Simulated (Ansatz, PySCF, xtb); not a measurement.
Process, species as SMILES: C=CCO + 4 [H][H] (H2) → 3 C (CH4) + O (H2O)
Each molecule is optimised on its own at B3LYP-D3(BJ)/def2-TZVP (Ansatz, an electronic-structure program), one conformer each, not searched for the lowest.

Quantity: energy of full hydrogenation (enthalpy at 298 K, with B3LYP-D3(BJ) rigid-rotor harmonic-oscillator terms from PySCF), in kcal/mol. Correlated levels leave the core frozen unless marked. Spin-orbit coupling is left out. No relativistic terms. CBS(X,Y): correlation extrapolated as X^-3; Hartree-Fock from the larger set. The bracket is a focal-point correction in the basis named.

From measured enthalpies of formation at 298 K: -81.5 kcal/mol (C=CCO -29.8, CRC Handbook; [H][H] (H2) 0.0, ATcT 1.112; C (CH4) -17.8, ATcT 1.112; O (H2O) -57.8, ATcT 1.112). It holds spin-orbit effects, and any other conformers, which the calculations lack, and core correlation, which the frozen-core levels lack. This is an older compilation, not checked against later work.

| level | program | energy of full hydrogenation (kcal/mol) | error against measurement |
|---|---|---|---|
| GFN2-xTB | xtb | -90.3 | -8.8 |
| HF/aug-cc-pVDZ | Ansatz | -91.2 | -9.7 |
| RI-HF/aug-cc-pVQZ | Ansatz | -89.1 | -7.6 |
| PBE-D3(BJ)/def2-TZVPD | Ansatz + dftd3 | -79.1 | 2.4 |
| BLYP/def2-TZVPD | Ansatz | -77.2 | 4.3 |
| revPBE-D3(BJ)/def2-TZVPD | Ansatz + dftd3 | -75.7 | 5.8 |
| revPBE-D4/def2-TZVPD | Ansatz + dftd4 | -74.2 | 7.3 |
| BHLYP/def2-TZVPD | Ansatz | -87.3 | -5.8 |
| TPSSh-D3(BJ)/def2-TZVPD | PySCF + dftd3 | -76.1 | 5.4 |
| TPSSh-D4/def2-TZVPD | PySCF + dftd4 | -75.8 | 5.7 |
| r2SCANh-D4/def2-TZVPD | Ansatz + dftd4 | -82.7 | -1.2 |
| r2SCAN0/def2-TZVPD | Ansatz | -85.8 | -4.3 |
| CAM-B3LYP/def2-TZVPD | Ansatz | -84.4 | -2.9 |
| RPA@PBE/cc-pVTZ | Ansatz | -77.1 | 4.4 |
| RI-MP2/aug-cc-pVTZ | Ansatz | -82.2 | -0.7 |
| SCS-MP2/6-31G* | Ansatz | -73.8 | 7.7 |
| SCS-MP2/cc-pVTZ | Ansatz | -80.8 | 0.7 |
| CCSD/6-31G* | Ansatz | -72.8 | 8.7 |
| CCSD(T)/STO-3G | Ansatz | -66.0 | 15.5 |
| CCSD(T)/cc-pVTZ | Ansatz | -80.9 | 0.6 |
| RI-MP2/CBS(aug-cc-pVTZ,aug-cc-pVQZ)+[CCSD(T)-MP2]/aug-cc-pVTZ | Ansatz | -81.1 | 0.4 |
